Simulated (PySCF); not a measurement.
Excited states of methylcycloheptane (SMILES CC1CCCCCC1)

Level of theory: TDA CAM-B3LYP/aug-cc-pVDZ excited states, vertical, gas phase (PySCF 2.14.0). Geometry: PBE0-D3(BJ)/def2-SVP.

Input:
```
{"job": {"kind": "states", "xc": "CAM-B3LYP", "basis": "aug-cc-pVDZ", "tda": true, "soc": true, "nstates": 6, "ntriplets": 5, "nquad": 4}, "charge": 0, "multiplicity": 1}
C     -2.419604     0.452496     0.661822
C     -1.267782     0.123670    -0.282809
C     -0.639984    -1.218066     0.116162
C      0.729585    -1.545012    -0.479464
C      1.900019    -0.989845     0.330997
C      2.067100     0.525749     0.320790
C      0.827546     1.341263     0.685326
C     -0.270502     1.289750    -0.379332
H     -2.046743     0.668245     1.677186
H     -3.124971    -0.389568     0.743896
H     -2.984590     1.333537     0.320105
H     -1.695349    -0.002827    -1.293880
H     -1.359493    -2.012025    -0.144212
H     -0.553583    -1.259794     1.217354
H      0.840510    -2.640549    -0.526735
H      0.787108    -1.196349    -1.526288
H      2.838742    -1.444984    -0.027489
H      1.782237    -1.332502     1.375263
H      2.400142     0.844896    -0.683743
H      2.891199     0.788780     1.005254
H      1.138045     2.389596     0.823554
H      0.433111     1.019973     1.666027
H     -0.849232     2.228132    -0.361527
H      0.218328     1.271601    -1.368292
```
Coordinates are in Å.

Command: `OMP_NUM_THREADS=1 python excited_run.py task.json out`

Problem. Show the output.

Solution. H and L stand for HOMO and LUMO.
```
coarse grid: 18608 points
cycle   1  E = -314.2566692653  dE =  1.002e+00  |g| = 3.580e-01  |ddm| = 1.765e+01
cycle   2  E = -314.2682582621  dE = -1.159e-02  |g| = 3.176e-01  |ddm| = 2.538e+00
cycle   3  E = -314.2942743790  dE = -2.602e-02  |g| = 4.235e-02  |ddm| = 1.141e+00
cycle   4  E = -314.2947019963  dE = -4.276e-04  |g| = 1.654e-02  |ddm| = 2.968e-01
cycle   5  E = -314.2947675833  dE = -6.559e-05  |g| = 3.224e-03  |ddm| = 7.197e-02
cycle   6  E = -314.2947701575  dE = -2.574e-06  |g| = 4.027e-04  |ddm| = 1.595e-02
final grid: 175616 points
cycle   7  E = -314.3241801990  dE = -5.140e-05  |g| = 4.622e-03  |ddm| = 4.324e-01
cycle   8  E = -314.3241810821  dE = -8.831e-07  |g| = 4.366e-03  |ddm| = 5.526e-02
cycle   9  E = -314.3241859962  dE = -4.914e-06  |g| = 4.054e-04  |ddm| = 1.563e-02
cycle  10  E = -314.3241860354  dE = -3.924e-08  |g| = 1.501e-04  |ddm| = 3.093e-03
cycle  11  E = -314.3241860410  dE = -5.590e-09  |g| = 4.148e-05  |ddm| = 9.185e-04
cycle  12  E = -314.3241860414  dE = -4.438e-10  |g| = 4.840e-06  |ddm| = 2.149e-04
converged SCF energy = -314.3241860414

Singlet excitations
state   eV       nm        f     d(h-e)  d(exc)  Lambda  PR(NTO)  |dmu|/D   mu/D   main configurations
  1   7.7152   160.7   0.00179   0.677   4.413   0.276   1.213    3.143    3.060   H->L 0.82
  2   7.8208   158.5   0.00453   0.823   4.331   0.266   1.269    3.899    3.815   H-1->L 0.75
  3   7.9119   156.7   0.01254   0.448   4.335   0.259   1.828    2.095    2.011   H-2->L 0.58, H->L+1 0.20
  4   8.0374   154.3   0.01527   0.646   4.494   0.238   1.706    2.575    2.653   H->L+1 0.49, H->L+2 0.16, H-2->L 0.12
  5   8.0498   154.0   0.00430   0.426   4.323   0.246   2.390                     H-3->L 0.41, H-1->L+1 0.13
  6   8.1019   153.0   0.01610   0.286   4.252   0.242   3.098                     H-4->L 0.27, H-2->L+1 0.11, H->L+3 0.10

Triplet excitations (Tamm-Dancoff)
state   eV     d(h-e)  d(exc)  Lambda  PR(NTO)   main configurations
  1   7.5477   0.938   4.116   0.274   1.290   H->L 0.68
  2   7.6579   0.748   4.111   0.266   1.350   H-1->L 0.64
  3   7.7427   0.505   4.107   0.260   2.034   H-2->L 0.45, H->L+1 0.20
  4   7.8968   0.635   4.092   0.247   2.394   H-3->L 0.43, H->L+2 0.11, H-1->L+1 0.11
  5   7.9223   0.718   4.247   0.249   2.135   H->L+1 0.34, H-2->L 0.22, H-4->L 0.09
S1 - T1 = 0.1675 eV

Spin-orbit couplings |<S|Hso|T>| (cm-1)
             T1       T2       T3       T4       T5
S0        2.248    2.561    1.196    2.742    1.178
S1        1.251    8.899    5.959    4.196    5.912
S2        9.048    1.394    7.269    2.644    3.818
S3        6.074    7.302    0.791    5.892    2.843
S4        3.214    3.077    3.425    2.180    2.398
S5        5.724    3.295    5.733    1.492    3.247
S6        4.744    5.324    3.943    8.268    4.526
T1 sublevels (cm-1): 0.000 0.014 0.053   radiative rates (1/s): 76.2 198 203
```

It took 2.4 min wall time on 1 thread of an Intel Xeon Platinum 8259CL, shared host, peak memory 1.5 GiB.
